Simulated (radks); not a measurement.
Task: The mean radii <r> (bohr) of the occupied orbitals of an atom or ion are listed with their occupations. Method: Dirac Kohn-Sham, LDA (Slater exchange, Perdew-Wang correlation), spin-unpolarised, spherical densities, finite nucleus; Fermi nuclear charge, rms radius of each element as measured or else 0.836 A^(1/3) + 0.57 fm; computed with a radial shooting solver on a logarithmic mesh with Libxc functionals.

| orbital | occ. | <r> |
|---|---|---|
| 1s1/2 | 2 | 0.02192 |
| 2s1/2 | 2 | 0.09281 |
| 2p1/2 | 2 | 0.07748 |
| 2p3/2 | 4 | 0.08432 |
| 3s1/2 | 2 | 0.2442 |
| 3p1/2 | 2 | 0.2338 |
| 3p3/2 | 4 | 0.2468 |
| 3d3/2 | 4 | 0.2188 |
| 3d5/2 | 6 | 0.2228 |
| 4s1/2 | 2 | 0.5518 |
| 4p1/2 | 2 | 0.5630 |
| 4p3/2 | 4 | 0.5922 |
| 4d3/2 | 4 | 0.6243 |
| 4d5/2 | 6 | 0.6342 |
| 5s1/2 | 2 | 1.227 |
| 5p1/2 | 0.666667 | 1.314 |
| 5p3/2 | 1.33333 | 1.372 |
| 4f5/2 | 2.57143 | 0.7514 |
| 4f7/2 | 3.42857 | 0.7574 |
| 7f5/2 | 0.428571 | 6.128 |
| 7f7/2 | 0.571429 | 6.135 |

Name the element and its charge. Open shells, if any, are shared by 2j + 1.

Result: Z = 64, gadolinium, charge +7: Gd7+ in [Kr] 4d10 4f6 5s2 5p2 7f1. The 1s radius gives Z: for a bare nucleus <r> = (2 gamma + 1)/(2Z) with gamma = sqrt(1 - (Z/c)^2), 0.02163 bohr for Z = 64, and screening makes it slightly larger (0.02192 here). The occupations add up to 57, and the charge is Z minus that.
